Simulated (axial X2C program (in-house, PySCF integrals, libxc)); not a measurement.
Levels of AuH⁻ by electron attachment to AuH (EOM-EA-CCSD)

Calculated with an in-house all-electron X2C program for linear molecules (integrals from PySCF): two-component X2C with atomic mean-field Coulomb and Gaunt terms, Gaussian nuclei, basis Au dyall-acv3z, H dyall-av3z with contracted cores.

R = 1.532 Å (near the PBE0 minimum at charge 0 of the determinant lowest at the starting distance; the state shown can have its own minimum elsewhere).

Hartree–Fock spinors of AuH (one of each Kramers pair; a window near the gap, which can cut inner shells):

```json
{"ω": "1/2", "occupied": "yes", "ε (eV)": "-15.47", "character": "72% Au d, 22% H s"}
{"ω": "3/2", "occupied": "yes", "ε (eV)": "-14.00", "character": "98% Au d"}
{"ω": "1/2", "occupied": "yes", "ε (eV)": "-13.38", "character": "87% Au d, 7% H s, 2% H p"}
{"ω": "3/2", "occupied": "yes", "ε (eV)": "-12.45", "character": "96% Au d"}
{"ω": "5/2", "occupied": "yes", "ε (eV)": "-12.14", "character": "99% Au d"}
{"ω": "1/2", "occupied": "yes", "ε (eV)": "-9.54", "character": "39% Au s, 30% H s, 24% Au d"}
{"ω": "1/2", "occupied": "no", "ε (eV)": "0.02", "character": "63% Au p, 28% Au s, 5% H s"}
{"ω": "1/2", "occupied": "no", "ε (eV)": "0.38", "character": "100% Au p"}
{"ω": "3/2", "occupied": "no", "ε (eV)": "0.38", "character": "100% Au p"}
{"ω": "1/2", "occupied": "no", "ε (eV)": "0.49", "character": "74% Au p, 23% Au s"}
{"ω": "1/2", "occupied": "no", "ε (eV)": "0.94", "character": "63% Au s, 29% Au p, 4% H p"}
{"ω": "1/2", "occupied": "no", "ε (eV)": "1.52", "character": "90% Au p, 8% H p"}
```

Levels of AuH⁻ obtained by attaching an electron to AuH:

| Ω | binding energy (eV) | above lowest (cm⁻¹) | attached spinor | one-particle weight |
| --- | --- | --- | --- | --- |
| 1/2 | 0.488 | 0 | 59% Au pσ, 23% Au sσ, 6% H sσ | 0.97 |
| 1/2 | -0.332 | 6612 | 98% Au pπ | 1.00 |
| 3/2 | -0.343 | 6698 | 99% Au pπ | 1.00 |
| 1/2 | -0.437 | 7460 | 90% Au pσ, 7% Au sσ | 1.00 |
| 1/2 | -0.682 | 9431 | 85% Au sσ, 7% Au pσ | 0.99 |
| 1/2 | -1.215 | 13736 | 89% Au pπ, 8% H pπ | 0.98 |

(1) Take the first Ω = 1/2 and Ω = 3/2 rows of π character: how far apart are they, and which lies lower?

Negative binding energies belong to unbound states, resonances or levels that the basis set holds; within some tenths of an eV of zero the sign is not settled.

This point took 5.9 s on 1 thread of AMD EPYC 9R45 96-Core Processor (Zen 5), with other jobs on the host.

Reference electrons by ω block (each with its −ω partner): 1/2: 22, 3/2: 12, 5/2: 5, 7/2: 1. 12 electrons of AuH correlated (inner shells frozen), 92 natural virtual spinors (a truncated set); levels can be off by some tenths of an eV. Roots sought by Ω: (1/2: 5, 3/2: 4, 5/2: 2, 7/2: 1); the list ends where they run out and leaves out roots under 60 % one-particle weight. The solver can skip a root, and states that need a further excitation, which the method places far too high, are missing though they may lie low or lowest. T1 of the reference 0.034 (Lee–Taylor). Number of frozen shells: Au 5 s, 4 p, 2 d, 1 f; H none. Large amplitudes in the reference (orbital relaxation or multireference character) lower the reliability.

Answers

(1) E(3/2) − E(1/2) = 6698 − 6612 = 86 cm⁻¹ at EOM-EA-CCSD: regular, Ω = 1/2 lower. Splittings at this level can be off by ten to twenty per cent.
